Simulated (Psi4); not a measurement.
F (SMILES [F+]), charge +1, triplet. Base run: M06-2X/def2-SV(P) in Psi4.

The Psi4 input:
```
memory 2 GB

molecule {
1 3
F     0.00000000    0.00000000    0.00000000
}

set {
  basis def2-sv(p)
  reference uks
}

energy('m06-2x')
print_variables()
```

The base run was repeated with changes; each row names its change, and settings that it needs were set with it.

| change | E (Eh) | SCF-reference <S^2> |
|---|---|---|
| base | -98.96834 | 2.002 |
| functional = wb97x-v | -98.96765 | 2.002 |
| functional = b2plyp | -98.93837 | 2.003 |
| functional = m11 | -98.97228 | 2.001 |
| functional = hse06 | -98.92087 | 2.002 |
| functional = dsd-pbep86 | -98.85854 | 2.003 |
| functional = pbe | -98.89935 | 2.002 |
| functional = svwn | -98.48237 | 2.001 |
| functional = pbe0-dh | -98.90733 | 2.003 |
| functional = bp86 | -98.98614 | 2.001 |
| functional = bhhlyp | -98.98258 | 2.002 |
| functional = m06-l | -98.98720 | 2.004 |
| functional = x3lyp | -98.97021 | 2.002 |

Absolute energies of different levels of theory aren't comparable as measures of quality.

Open shells are given as the SCF converged; they aren't shown to be the lowest states, and a large step between rows can be another state.
